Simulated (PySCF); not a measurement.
An unknown is described by computed data only.

Formula: C6H8O.

| Property | Result |
| --- | --- |
| Rotational structure | rotational constants A, B, C: 6.655, 1.267, 1.139 GHz [PBE0-D3(BJ)/def2-SVP] |
| UV, strongest line | among the 10 lowest singlet transitions: S5 at 6.22 eV (199 nm, f = 0.436) [TDDFT B3LYP/def2-SVPD] |
| Dipole | 4.32 D [B3LYP/def2-SVPD] |
| 13C NMR | chemical shifts (computed TMS as zero) by class: 237.0 (1 C), 211.2 (1 C), 105.5 (1 C), 99.9 (1 C), 29.1 (1 C), 15.4 (1 C) ppm [GIAO CAM-B3LYP/pcSseg-2] |
| 1H NMR | chemical shifts (computed TMS as zero) by class: 5.79 (1 H), 5.71 (1 H), 2.17 (3 H), 1.86 (3 H) ppm [GIAO CAM-B3LYP/pcSseg-2] |
| NMR, other nuclei | isotropic shieldings of nuclei other than C and H, by class: -344 (1 O) ppm [GIAO CAM-B3LYP/pcSseg-2] |
| Couplings | largest of the computed one-bond spin–spin couplings (means over like bonds): 13C–1H +180.1, 13C–1H +169.8, 13C–1H +136.9 (×3), 13C–1H +134.8 (×3), 13C–13C +110.0, 13C–13C +103.9, 13C–13C +57.3, 13C–13C +48.6 Hz [B3LYP/pcJ-1, spin–dipole term left out] |

Gas-phase values; electronic properties from PySCF, density fitting. Levels stand in brackets. Isolated species at its PBE0-D3(BJ)/def2-SVP geometry (one conformer only). Each NMR value is the plain mean over a class of atoms that symmetry, rotation or inversion makes alike.

Problem. Propose a structure and show how it fits.

Solution. Numbering: `[CH3:1][CH:2]=[C:3]=[CH:4][C:5]([CH3:6])=[O:7]`. Its formula, C6H8O, gives 3 degrees of unsaturation: 0 rings and 3 π bonds in the structure found. 6 carbons fall into 6 classes; from least to most shielded: central carbon of cumulated double bonds [C3] (237.0 ppm), ketone carbonyl carbon [C5] (211.2 ppm), outer carbon of cumulated double bonds [C4] (105.5 ppm), outer carbon of cumulated double bonds [C2] (99.9 ppm), methyl carbon next to a carbonyl [C6] (29.1 ppm), methyl carbon [C1] (15.4 ppm). Hydrogen classes from least to most shielded: 1 H on an outer carbon of cumulated double bonds, C4 (5.79 ppm), 1 H on an outer carbon of cumulated double bonds, C2 (5.71 ppm), 3 H on a methyl carbon next to a carbonyl, C6 (2.17 ppm, a mean of values up to 0.6 ppm apart in this geometry), 3 H on a methyl carbon, C1 (1.86 ppm). The other shieldings belong to: -344 ppm, ketone oxygen [O7]. The couplings run between: +180.1 Hz, outer carbon of cumulated double bonds [C4] and its hydrogen; +169.8 Hz, outer carbon of cumulated double bonds [C2] and its hydrogen; +136.9 Hz, methyl carbon [C1] and its hydrogen (with 2 like pairs); +134.8 Hz, methyl carbon next to a carbonyl [C6] and its hydrogen (with 2 like pairs); +110.0 Hz, outer carbon of cumulated double bonds [C2] and central carbon of cumulated double bonds [C3]; +103.9 Hz, central carbon of cumulated double bonds [C3] and outer carbon of cumulated double bonds [C4]; +57.3 Hz, outer carbon of cumulated double bonds [C4] and ketone carbonyl carbon [C5]; +48.6 Hz, methyl carbon [C1] and outer carbon of cumulated double bonds [C2]. The optimised geometry has point group C1 and is an asymmetric top. Structure: `CC=C=CC(C)=O`. Computed isomers that give other values at the same levels: `C#CC(=C)OCC` (rotational constant A: 5.875 GHz; this holds for the one conformer computed); `C/C=C1C=C/1OC` (13C chemical shifts (computed TMS as zero) by class: 165.1 (1 C), 127.6 (1 C), 97.8 (1 C), 74.5 (1 C), 61.1 (1 C), 17.4 (1 C) ppm); `C#C/C=C/COC` (rotational constant A: 12.230 GHz; this holds for the one conformer computed). The assignments are read from this structure; whether some other isomer fits the data as well wasn't checked.

Conformer computed: `[CH3:1][CH:2]=[C:3]=[CH:4][C:5]([CH3:6])=[O:7]`: C3–C4–C5–C6 2°.
